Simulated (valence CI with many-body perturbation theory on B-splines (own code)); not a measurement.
**Missing levels of Ca13+**

Level of theory: valence CI with perturbative core correlation (CI+MBPT): five valence electrons over a frozen Dirac-Fock core [He], a basis of 11 s, 11 p, 10 d, 8 f, 5 g, 2 h functions for each j, with the one-electron correlation potential Σ1, the two-electron term Σ2, the three-electron term Σ3, Breit, model QED; selected CI, second order for the rest, scaled by the run's own slope (own B-spline code, finite nucleus).

No measured spectrum was set against this ion. As an estimate, levels of excited configurations hold to 0.05 to 0.15 % of their energy, terms of the ground configuration to about 0.5 %. Among the levels kept, up to 5500 cm⁻¹ of a level comes from second order outside the variational space, and about a tenth of that is noise between levels of different J, which matters for small intervals.

| Level | E (cm⁻¹) |
| --- | --- |
| 2s2 2p3 4S°_3/2 | 0 |
| 2s2 2p3 2D°_3/2 | 106290 |
| 2s2 2p3 2D°_5/2 | 113870 |
| 2s2 2p3 2P°_1/2 | 172880 |
| 2s2 2p3 2P°_3/2 | ? |
| 2s 2p4 4P_5/2 | 515980 |
| 2s 2p4 4P_3/2 | 536050 |
| 2s 2p4 4P_1/2 | 545280 |
| 2s 2p4 2D_3/2 | 711330 |
| 2s 2p4 2D_5/2 | ? |
| 2s 2p4 2S_1/2 | ? |
| 2s 2p4 2P_3/2 | 859090 |
| 2s 2p4 2P_1/2 | ? |
| 2p5 2P°_3/2 | 1348700 |
| 2p5 2P°_1/2 | 1381000 |
| 2s2 2p2 3s 4P_1/2 | 3761100 |
| 2s2 2p2 3s 4P_3/2 | 3776200 |
| 2s2 2p2 3s 4P_5/2 | ? |
| 2s2 2p2 3s 2P_1/2 | ? |
| 2s2 2p2 3s 2P_3/2 | 3820900 |

(1) The levels stand in rising order. What does the calculation give for the missing energies?

Results:

(1) 2s2 2p3 2P°_3/2 183800; 2s 2p4 2D_5/2 713080; 2s 2p4 2S_1/2 825920; 2s 2p4 2P_1/2 886500; 2s2 2p2 3s 4P_5/2 3792800; 2s2 2p2 3s 2P_1/2 3801700.
